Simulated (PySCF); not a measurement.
trisilane anion (H₈Si₃), SMILES [SiH2]([SiH3])[SiH3] (connectivity only; charge and spin as stated), charge -1, multiplicity 2. Atoms are numbered in the order given.

```xyz
11

Si     2.3655     0.0000     0.2378
Si     0.0000     0.0000    -0.5174
Si    -2.3655     0.0000     0.2378
H      3.6836     0.0000    -0.5519
H      2.5448    -1.1873     1.1541
H      2.5448     1.1873     1.1541
H      0.0000     1.1831    -1.4636
H      0.0000    -1.1831    -1.4636
H     -2.5448    -1.1873     1.1541
H     -2.5448     1.1873     1.1541
H     -3.6836     0.0000    -0.5519
```
Charge -1, spin multiplicity 2.

The structure is a stationary point at B3LYP-D3(BJ)/def2-SVPD. The spin state was assumed, not searched.

Two levels are set side by side: PBE/pcH-1 (PySCF) and B3LYP/pcH-1 (PySCF). Contact hyperfine couplings, same geometry. Differences are taken from unrounded values.

```tsv
quantity	PBE
A(iso) of 29Si, atom Si1 (MHz)	-393.4
A(iso) of 29Si, atom Si2 (MHz)	-517.9
A(iso) of 29Si, atom Si3 (MHz)	-393.4
A(iso) of 1H, atom H4 (MHz)	107.3
A(iso) of 1H, atom H5 (MHz)	-14.7
A(iso) of 1H, atom H6 (MHz)	-14.7
A(iso) of 1H, atom H7 (MHz)	-16.3
A(iso) of 1H, atom H8 (MHz)	-16.3
A(iso) of 1H, atom H9 (MHz)	-14.7
A(iso) of 1H, atom H10 (MHz)	-14.7
A(iso) of 1H, atom H11 (MHz)	107.3
```

Q: These are the PBE values. What does B3LYP give? (An estimate is asked for; the answer gives what the named calculation found.)

A: 
| quantity | B3LYP | PBE minus B3LYP |
|---|---|---|
| A(iso) of 29Si, atom Si1 (MHz) | -440.9 | 47.5 |
| A(iso) of 29Si, atom Si2 (MHz) | -573.7 | 55.7 |
| A(iso) of 29Si, atom Si3 (MHz) | -440.9 | 47.5 |
| A(iso) of 1H, atom H4 (MHz) | 116.8 | -9.5 |
| A(iso) of 1H, atom H5 (MHz) | -12.9 | -1.8 |
| A(iso) of 1H, atom H6 (MHz) | -12.9 | -1.8 |
| A(iso) of 1H, atom H7 (MHz) | -15.0 | -1.3 |
| A(iso) of 1H, atom H8 (MHz) | -15.0 | -1.3 |
| A(iso) of 1H, atom H9 (MHz) | -12.9 | -1.8 |
| A(iso) of 1H, atom H10 (MHz) | -12.9 | -1.8 |
| A(iso) of 1H, atom H11 (MHz) | 116.8 | -9.5 |

Rough cost on one machine, each run with all the roots and properties that it gave: B3LYP against PBE within a factor of 2.
